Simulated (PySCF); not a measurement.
## Worked example: entropy of an ideal gas

AlFH4N2, SMILES [Al]([NH2])([F])[NH2].

Coordinates come from a PBE0-D3(BJ)/def2-SVP optimisation. One conformer was computed; it need not be the lowest.

PBE0-D3(BJ)/def2-SVP (PySCF 2.14.0) gives the harmonic wavenumbers 192, 216, 223, 278, 343, 355, 374, 608, 684, 685, 921, 932, 1522, 1531, 3632, 3633, 3724, 3724 cm⁻¹ and the rotational temperatures 0.3078, 0.2828, 0.1474 K. The molar mass is 78.03 g/mol, the symmetry number 2, the spin multiplicity 1.

Problem. Work out the entropy at 298.15 K and 1 atm in the rigid-rotor, harmonic-oscillator model.

Solution. 
Translation (Sackur–Tetrode at 1 atm): S = R[1.5 ln M + 2.5 ln T − 1.16487] = 163.1 J/(mol K).
Rotation: q = (√π/σ) T^1.5/√(θA θB θC) = 40300, S = R[ln q + 3/2] = 100.6 J/(mol K).
Vibration: with u = 1.4388 ν/T, each mode gives R[u/(e^u − 1) − ln(1 − e^−u)]:
| ν (cm⁻¹) | modes | u | S (J/(mol K)) |
|---|---|---|---|
| 192 | 1 | 0.93 | 9.24 |
| 216 | 1 | 1.04 | 8.34 |
| 223 | 1 | 1.08 | 8.09 |
| 278 | 1 | 1.34 | 6.47 |
| 343 | 1 | 1.66 | 5.01 |
| 355 | 1 | 1.71 | 4.79 |
| 374 | 1 | 1.80 | 4.45 |
| 608 | 1 | 2.93 | 1.82 |
| 684 | 1 | 3.30 | 1.36 |
| 685 | 1 | 3.31 | 1.36 |
| 921 | 1 | 4.44 | 0.54 |
| 932 | 1 | 4.50 | 0.51 |
| 1522 | 1 | 7.34 | 0.04 |
| 1531 | 1 | 7.39 | 0.04 |
The stiffer modes add less than 0.005 each. Sum 52.1 J/(mol K).
Spin: R ln 1 = 0.0 J/(mol K).
Total 315.8 J/(mol K); the program's own thermochemistry gives 315.8. Translation makes up 52 % and vibration 16 %. Anharmonicity, hindered rotation and orbital degeneracy are left out.
